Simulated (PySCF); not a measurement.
## Field gradients at the hydrogen positions

C₈H₁₃ClO.
Atom-mapped SMILES: `[CH2:1]=[CH:2][C@@H:3]([C:4](=[O:5])[Cl:6])[C@H:7]([CH3:8])[CH2:9][CH3:10]` (hydrogens: H11, H12 on C1; H13 on C2; H14 on C3; H15 on C7; H16, H17, H18 on C8; H19, H20 on C9; H21, H22, H23 on C10)

Geometry (GFN2-xTB, Å), atoms numbered from 1 in this order:
```
atom  x, y, z in Å
C1     2.6332    0.5122   -0.9081
C2     1.6498    0.4541   -0.0293
C3     0.6396   -0.6634    0.0156
C4     1.1554   -1.5942    1.0757
O5     1.6247   -2.6720    0.9323
Cl6    1.0985   -0.8862    2.7020
C7    -0.8063   -0.2088    0.2969
C8    -1.6747   -1.4368    0.5769
C9    -1.3951    0.5730   -0.8837
C10   -0.8642    1.9939   -1.0280
H11    3.3543    1.3115   -0.8979
H12    2.7536   -0.2290   -1.6811
H13    1.5544    1.1950    0.7517
H14    0.6682   -1.2240   -0.9250
H15   -0.8047    0.4323    1.1833
H16   -2.6978   -1.1357    0.7893
H17   -1.3037   -1.9944    1.4335
H18   -1.6846   -2.1008   -0.2851
H19   -1.2137    0.0210   -1.8085
H20   -2.4771    0.6237   -0.7420
H21    0.1929    1.9956   -1.2766
H22   -1.0047    2.5493   -0.1033
H23   -1.4028    2.5106   -1.8194
```

Level: PBE0/pcSseg-1 (PySCF, non-relativistic); Q(2H) = 0.00286 b; rigid geometry, the same for H and D, with no vibrational averaging.

Question: Rank these positions by the coupling χzz of a deuteron there, largest first.
A. H12 (vinylic hydrogen)
B. H13 (vinylic hydrogen)
C. H14 (methine hydrogen)
D. H17 (methyl hydrogen)
E. H19 (methylene hydrogen)

Answer: A (224 kHz), B (217 kHz), D (209 kHz), E (204 kHz), C (195 kHz).

Q: Give the electric field gradient Vzz (the principal value of largest size), its asymmetry and the 2H coupling at each hydrogen.

A: 
```tsv
atom	bonded to	bond length (Å)	Vzz (au)	η	χzz (kHz)
H11	C1	1.077	0.3368	0.04	226
H12	C1	1.078	0.3337	0.05	224
H13	C2	1.081	0.3227	0.06	217
H14	C3	1.095	0.2895	0.00	195
H15	C7	1.094	0.2934	0.02	197
H16	C8	1.087	0.3151	0.02	212
H17	C8	1.087	0.3114	0.04	209
H18	C8	1.088	0.3130	0.02	210
H19	C9	1.092	0.3036	0.03	204
H20	C9	1.092	0.3018	0.03	203
H21	C10	1.086	0.3113	0.02	209
H22	C10	1.088	0.3150	0.02	212
H23	C10	1.088	0.3160	0.02	212
```

Q: How does χzz go with the bond length over the 13 C–H bonds?

A: A straight-line fit has a slope of -15.3 kHz for each 0.01 Å, with a correlation coefficient of -0.97, over lengths from 1.077 to 1.095 Å. The longer bonds have the smaller couplings here.

Q: Give the 2H NMR doublet splittings at H20 for a magnetic field along the z, y and x axes of the gradient: 3χ/2, 3χ(1 + η)/4, 3χ(1 − η)/4.

A: With |χ| = 202.8 kHz and η = 0.035: 304, 157 and 147 kHz, to first order and without motion.

One conformer (not necessarily the lowest) at the GFN2-xTB geometry, without solvent, vibrations or thermal averaging. GFN2-xTB bond lengths can be off by several hundredths of an ångström, more for odd bonds, and the gradients follow them. The basis is small and wasn't made for field gradients, so the couplings can be 20 % off.
